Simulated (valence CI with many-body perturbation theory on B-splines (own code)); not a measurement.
# Ho54+: what the settings do

Calculated by configuration interaction combined with many-body perturbation theory (CI+MBPT): three valence electrons over a frozen Dirac-Fock core [Ne], radial functions for each j: 6 s, 6 p, 5 d, 3 f, 1 g, with the one-electron correlation potential Σ1, the two-electron term Σ2, the three-electron term Σ3, Breit, model QED; selected CI, second order for the rest, scaled by the run's own slope (own B-spline code, finite nucleus).

The last digits are not significant, and no measured levels were compared; by estimate large intervals hold to a few tenths of a per cent, small ones and those within an open d or f shell to about a per cent.

The reference run has the lowest level (3s^2 3p1/2) J=1/2 and an ionisation energy of 5259.25 eV. Its largest variational space holds 2760 state functions.

Levels are named by their leading jj configuration (3d3/2^4 stands for four electrons in 3d with j = 3/2), which in mixed levels can hold well under half, so a name can repeat and another be missing. Letters in brackets count levels of one name in rising energy.

Changed runs:
A. natural orbitals for correlation on → off
B. hole-hole ladder in Σ2 on → off
C. cutoff of virtual states (hartree) 8978 → 21600; factor on the speed of light 1 → 10; QED terms on → off
D. highest l in the core sums 6 → 2 (bad on purpose)

Excitation energies of the reference run in cm⁻¹, and shifts in cm⁻¹:

| Level | Reference | A | B | C | D |
| --- | --- | --- | --- | --- | --- |
| (3s 3p1/2^2) J=1/2 | 1150800 | -24 | +25 | -370745 | -64 |
| (3s^2 3p3/2) J=3/2 | 1830510 | -218 | -24 | -1815019 | +58 |
| (3s 3p1/2 3p3/2) J=3/2 [a] | 2772720 | -1101 | -83 | -1987156 | -57 |
| (3s 3p1/2 3p3/2) J=5/2 | 2899210 | -460 | -23 |  | +116 |
| (3s 3p1/2 3p3/2) J=3/2 [b] | 3055680 | -30 | +16 | -2047548 | +905 |
| (3s 3p1/2 3p3/2) J=1/2 | 3126480 | +297 | +23 |  | -94 |
| (3s^2 3d3/2) J=3/2 | 3487090 | +1005 | -166 |  | +4714 |
| (3s^2 3d5/2) J=5/2 | 3842830 | +381 | -185 |  | +5412 |
| (3p1/2^2 3p3/2) J=3/2 | 4195980 | -194 | +39 |  | +1542 |
| (3s 3p1/2 3d3/2) J=3/2 [a] | 4305460 | -475 | -176 |  | +4731 |
| (3s 3p1/2 3d3/2) J=5/2 | 4397340 | -135 | -210 |  | +5698 |
| (3s 3p1/2 3d3/2) J=1/2 | 4583480 | +604 | -212 |  | +5499 |
| Ionisation energy (eV) | 5259.25 | -0.22 | -0.024 | -289.89 | +0.14 |

A blank means that the level has no clear partner in that run.
